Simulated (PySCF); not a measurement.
Compound: C₄H₇BrO.
Cartesian coordinates in Å at the GFN2-xTB level; atoms count from 1:
```xyz
13
C4H7BrO angstrom
C     -2.0180   -0.0446   -0.0989
C     -0.6929   -0.2989   -0.7675
O     -0.5825   -0.8721   -1.8197
C      0.5071    0.2324   -0.0003
C      1.7986   -0.0629   -0.7398
Br     3.3370    0.6190    0.2471
H     -2.8228   -0.4514   -0.7051
H     -2.0336   -0.5104    0.8842
H     -2.1686    1.0248    0.0332
H      0.3849    1.3095    0.1412
H      0.5211   -0.2259    0.9921
H      1.9510   -1.1343   -0.8595
H      1.8143    0.4154   -1.7178
```

Vertical excitations from PySCF (density fitting, frozen core in the response, grid level 2 and gas phase unless stated; continuum runs use non-equilibrium linear response for the excitations) on a GFN2-xTB geometry. Reference run:

```
                              settings    S1, eV (f)    S2, eV (f)    S3, eV (f)    S4, eV (f)    S5, eV (f)    S6, eV (f)  T1, eV (Tamm–Dancoff)  mean α (au)
PBE0/def2-SVPD, full TDDFT, 6 singlets  4.52 (0.000)  6.06 (0.001)  6.21 (0.000)  6.35 (0.001)  6.41 (0.000)  6.63 (0.003)                   3.92         73.9
```

Task: What do these settings give: LC-wPBE/def2-SVPD, energy threshold 1e-07 Eh, full TDDFT, 12 singlets?

Result: 
| settings | S1, eV (f) | S2, eV (f) | S3, eV (f) | S4, eV (f) | S5, eV (f) | S6, eV (f) | T1, eV (Tamm–Dancoff) | mean α (au) |
| --- | --- | --- | --- | --- | --- | --- | --- | --- |
| LC-wPBE/def2-SVPD, energy threshold 1e-07 Eh, full TDDFT, 12 singlets | 4.56 (0.000) | 6.41 (0.000) | 6.43 (0.000) | 7.67 (0.016) | 8.26 (0.094) | 8.30 (0.091) | – | 71.5 |

S1 moves by +0.04 eV (LC-wPBE has range-separated exact exchange, PBE0 25 % exact exchange). States are counted by energy in each run and needn't keep their character from row to row.

Task: Which orbital pairs make up S1 in each run, and how does it sit against the orbital gap?

Result: 
```json
{"settings": "PBE0/def2-SVPD, full TDDFT, 6 singlets", "S1 configurations (weight)": "H→L 0.86, H−2→L 0.13", "S1 (eV)": "4.52", "orbital gap (eV)": "6.76", "S1 − gap (eV)": "-2.24"}
{"settings": "LC-wPBE/def2-SVPD, energy threshold 1e-07 Eh, full TDDFT, 12 singlets", "S1 configurations (weight)": "H→L 0.75, H−2→L 0.19", "S1 (eV)": "4.56", "orbital gap (eV)": "11.96", "S1 − gap (eV)": "-7.40"}
```

 The PBE0/def2-SVPD calculation is non-relativistic and has no spin–orbit coupling, an omission that weighs most on bromine.

One conformer stands for the species.
